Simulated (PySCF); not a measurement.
Gas-phase equilibrium of 1 mol H2S, 66 mol H2 at 1800 K and 0.133 bar, among 9 species (S2, S6, H2S2, H, H2S, SH, H2, S8, S). Only gases are allowed; each row takes one source of thermochemistry for all species, and Cantera finds the minimum.

Computed with PySCF (xtb for GFN2) and rigid-rotor harmonic-oscillator thermochemistry at 1 bar. † marks an energy on the PBE0/def2-TZVP geometry and frequencies; other levels use their own. MP2 freezes the core. Open shells (unrestricted) among the columns below: S2 (multiplicity 3), H (multiplicity 2), SH (multiplicity 2, electronic degeneracy 4); the rest are closed-shell singlets. GFN2 has no spin-polarisation term. Spin-orbit splitting is ignored; it lowers the true energy and changes the entropy of SH. B3LYP is the form with VWN-RPA correlation. MP2 isn't extrapolated to the basis-set limit. The harmonic model lacks anharmonicity and excited electronic states, which grow with temperature; levels with a mode under 35 cm⁻¹ are left out.

Molecules larger than those listed are left out.

Mole fractions:

| thermochemistry | x H2 | x H2S | x H | x S2 | x SH |
|---|---|---|---|---|---|
| B3LYP/def2-TZVP† | 0.99 | 0.0090 | 0.00095 | 0.0020 | 0.0017 |
| GFN2-xTB | 0.99 | 0.011 | 0.00013 | 0.00095 | 0.0018 |
| M06-2X/def2-TZVP† | 0.99 | 0.011 | 0.0013 | 0.0015 | 0.0012 |
| MP2/def2-SVP† | 0.98 | 0.011 | 0.0049 | 0.00051 | 0.0020 |
| MP2/def2-TZVPP† | 0.98 | 0.012 | 0.0023 | 0.00087 | 0.00095 |
| ωB97M-V/def2-TZVP† | 0.98 | 0.013 | 0.0012 | 0.00057 | 0.00100 |
The most sensitive of these is H: it spans a factor of 10^1.6 over these rows; at this temperature one factor of ten is RT ln 10 = 34 kJ/mol.
